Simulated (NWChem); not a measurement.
System: CH5BO; SMILES BOC

Excerpt of the output:

```
             Northwest Computational Chemistry Package (NWChem) 7.3.0
             --------------------------------------------------------

 CS  symmetry detected

                             Geometry "geometry" -> ""
                             -------------------------

 Output coordinates in angstroms (scale by  1.889725989 to convert to a.u.)

  No.       Tag          Charge          X              Y              Z
 ---- ---------------- ---------- -------------- -------------- --------------
    1 B                    5.0000     0.20921984    -1.29597774     0.00000000
    2 H                    1.0000    -0.43389461    -2.30439600     0.00000000
    3 H                    1.0000     1.41214177    -1.29070034     0.00000000
    4 O                    8.0000    -0.48066052    -0.14185204     0.00000000
    5 C                    6.0000     0.15230733     1.13348538     0.00000000
    6 H                    1.0000     1.24439850     1.03998471     0.00000000
    7 H                    1.0000    -0.16865231     1.68445222    -0.88974200
    8 H                    1.0000    -0.16865231     1.68445222     0.88974200

 Effective nuclear repulsion energy (a.u.)      70.1050105974

      Symmetry information
      --------------------

 Group name             Cs
 Group number              2
 Group order               2
 No. of unique centers     7

  pbe96 is a nonlocal functional; adding pw91lda local functional.

                                 NWChem DFT Module
                                 -----------------

 Summary of "ao basis" -> "ao basis" (spherical)
 ------------------------------------------------------------------------------
       Tag                 Description            Shells   Functions and Types
 ---------------- ------------------------------  ------  ---------------------
 B                           6-31g*                  6       14   3s2p1d
 H                           6-31g*                  2        2   2s
 O                           6-31g*                  6       14   3s2p1d
 C                           6-31g*                  6       14   3s2p1d

      Symmetry analysis of basis
      --------------------------

        a'         38
        a"         14

            General Information
            -------------------
          SCF calculation type: DFT
          Wavefunction type:  closed shell.
          No. of atoms     :     8
          No. of electrons :    24
           Alpha electrons :    12
            Beta electrons :    12
          Charge           :     0
          Spin multiplicity:     1
          Use of symmetry is: on ; symmetry adaption is: on
          Maximum number of iterations: 150
          AO basis - number of functions:    52
                     number of shells:    28
          Convergence on energy requested:  1.00D-06
          Convergence on density requested:  1.00D-05
          Convergence on gradient requested:  5.00D-04

              XC Information
              --------------
                     Hartree-Fock (Exact) Exchange  1.000
                     LC-wPBE(h)Exchange Functional  1.000
            Perdew 1991 LDA Correlation Functional  1.000 local
           PerdewBurkeErnz. Correlation Functional  1.000 non-local

           Range-Separation Parameters
           ---------------------------
           Alpha           :  0.00
           Beta            :  1.00
           Gamma           :  0.40
           Short-Range HF  :     F

             Grid Information
             ----------------
          Grid used for XC integration:  medium
          Radial quadrature: Mura-Knowles
          Angular quadrature: Lebedev.
          Tag              B.-S. Rad. Rad. Pts. Rad. Cut. Ang. Pts.
          ---              ---------- --------- --------- ---------
          B                   0.85       49           9.0       434
          H                   0.35       45          10.0       434
          O                   0.60       49           7.0       434
          C                   0.70       49          10.0       434
          Grid pruning is: on
          Number of quadrature shells:   327
          Spatial weights used:  Erf1

      Superposition of Atomic Density Guess
      -------------------------------------

 Sum of atomic energies:        -139.43185757

      Non-variational initial energy
      ------------------------------

 Total energy =    -140.828258
 1-e energy   =    -327.041363
 2-e energy   =     116.108094
 HOMO         =      -0.361097
 LUMO         =       0.035970

      Symmetry analysis of molecular orbitals - initial
      -------------------------------------------------

  Numbering of irreducible representations:

     1 a'          2 a"

  Orbital symmetries:

     1 a'          2 a'          3 a'          4 a'          5 a'
     6 a'          7 a'          8 a"          9 a'         10 a'
    11 a"         12 a'         13 a"         14 a'         15 a'
    16 a'         17 a"         18 a'         19 a'         20 a'
    21 a'         22 a"

     ---------------------------------------------
      Total Density - Mulliken Population Analysis
     ---------------------------------------------

    Atom       Charge   Shell Charges
 -----------   ------   -------------------------------------------------------
    1 B    5     4.64   2.00  0.62  1.11  0.51  0.33  0.08
    2 H    1     1.04   0.50  0.54
    3 H    1     1.05   0.50  0.55
    4 O    8     8.63   2.00  0.93  3.06  0.85  1.77  0.02
    5 C    6     6.22   2.00  0.70  1.84  0.63  1.00  0.05
    6 H    1     0.81   0.48  0.33
    7 H    1     0.80   0.48  0.32
    8 H    1     0.80   0.48  0.32

   convergence    iter        energy       DeltaE   RMS-Dens  Diis-err
 ---------------- ----- ----------------- --------- --------- ---------
 d= 0,ls=0.0,diis     1   -141.0456450691 -2.11D+02  1.07D-02  4.32D-01
 d= 0,ls=0.0,diis     2   -141.0753346024 -2.97D-02  4.76D-03  2.50D-01
 d= 0,ls=0.0,diis     3   -141.0961712752 -2.08D-02  1.27D-03  1.64D-02
 d= 0,ls=0.0,diis     4   -141.0978509295 -1.68D-03  3.79D-04  6.32D-04
 d= 0,ls=0.0,diis     5   -141.0979354242 -8.45D-05  1.40D-04  3.89D-05
  Resetting Diis
 d= 0,ls=0.0,diis     6   -141.0979437292 -8.31D-06  4.12D-05  3.70D-06
 d= 0,ls=0.0,diis     7   -141.0979444023 -6.73D-07  1.20D-05  1.83D-07
 d= 0,ls=0.0,diis     8   -141.0979444465 -4.42D-08  3.44D-06  6.80D-08

         Total DFT energy =     -141.097944446470
      One electron energy =     -329.451186262337
           Coulomb energy =      138.096316746048
    Exchange-Corr. energy =      -19.848085527574
 Nuclear repulsion energy =       70.105010597392

 Numeric. integr. density =       23.999997871439

                  Occupations of the irreducible representations
                  ----------------------------------------------

                     irrep           alpha         beta
                     --------     --------     --------
                     a'               10.0         10.0
                     a"                2.0          2.0

                       DFT Final Molecular Orbital Analysis
                       ------------------------------------

 Vector   10  Occ=2.000000D+00  E=-4.771235D-01  Symmetry=a'
              MO Center=  4.4D-02, -1.4D-01,  9.6D-16, r^2= 2.9D+00
   Bfn.  Coefficient  Atom+Function         Bfn.  Coefficient  Atom+Function
  ----- ------------  ---------------      ----- ------------  ---------------
    21      0.307370  4 O  px                 4      0.266406  1 B  py
    35     -0.260067  5 C  px                25      0.196449  4 O  px
    47     -0.193271  6 H  s                 48     -0.180120  6 H  s
    15     -0.163727  2 H  s                 16     -0.151943  2 H  s
    36      0.139933  5 C  py                22     -0.137839  4 O  py

 Vector   11  Occ=2.000000D+00  E=-4.429193D-01  Symmetry=a"
              MO Center= -2.6D-01,  2.7D-01,  2.1D-16, r^2= 1.8D+00
   Bfn.  Coefficient  Atom+Function         Bfn.  Coefficient  Atom+Function
  ----- ------------  ---------------      ----- ------------  ---------------
    23      0.506791  4 O  pz                27      0.367654  4 O  pz
    37     -0.255335  5 C  pz                 5      0.176080  1 B  pz
    50      0.165335  7 H  s                 52     -0.165335  8 H  s
    49      0.164130  7 H  s                 51     -0.164130  8 H  s
    41     -0.098975  5 C  pz                 9      0.098136  1 B  pz

 Vector   12  Occ=2.000000D+00  E=-4.130771D-01  Symmetry=a'
              MO Center=  1.2D-01, -9.2D-01, -1.5D-16, r^2= 2.3D+00
   Bfn.  Coefficient  Atom+Function         Bfn.  Coefficient  Atom+Function
  ----- ------------  ---------------      ----- ------------  ---------------
    21      0.399657  4 O  px                18     -0.291285  3 H  s
     3     -0.289358  1 B  px                25      0.286795  4 O  px
    16      0.241391  2 H  s                 17     -0.206173  3 H  s
    15      0.188383  2 H  s                 24     -0.151527  4 O  s
    48     -0.130731  6 H  s                 35     -0.109628  5 C  px

 Vector   13  Occ=0.000000D+00  E= 9.996895D-02  Symmetry=a"
              MO Center=  1.8D-01, -1.2D+00, -5.4D-16, r^2= 2.1D+00
   Bfn.  Coefficient  Atom+Function         Bfn.  Coefficient  Atom+Function
  ----- ------------  ---------------      ----- ------------  ---------------
     9      0.702322  1 B  pz                 5      0.442815  1 B  pz
    27     -0.345653  4 O  pz                23     -0.284704  4 O  pz
    50     -0.108852  7 H  s                 52      0.108852  8 H  s
    41     -0.046095  5 C  pz                49     -0.028735  7 H  s
    51      0.028735  8 H  s

[...]
```

Level: LC-wPBE (HJS exchange hole, range parameter 0.4 per bohr)/6-31G* (spherical d). Geometry: optimised at B3LYP/6-31G* (spherical d).

Question: Which NWChem input produces such a log?

Answer: One answer among several that fit: the input that was run:
```
start job
memory heap 200 mb stack 900 mb global 1100 mb
geometry units angstroms noautoz
  B      0.187620    -1.296176     0.000000
  H     -0.462338    -2.300197     0.000000
  H      1.390550    -1.299080     0.000000
  O     -0.494395    -0.137385     0.000000
  C      0.147232     1.133618     0.000000
  H      1.238662     1.032692     0.000000
  H     -0.169973     1.686755    -0.889742
  H     -0.169973     1.686755     0.889742
end
basis spherical
  B library 6-31g*
  H library 6-31g*
  O library 6-31g*
  C library 6-31g*
end
dft
  xc xwpbe 1.00 cpbe96 1.0 hfexch 1.00
  cam 0.4 cam_alpha 0.0 cam_beta 1.0
  iterations 150
  mulliken
end
task dft energy
```
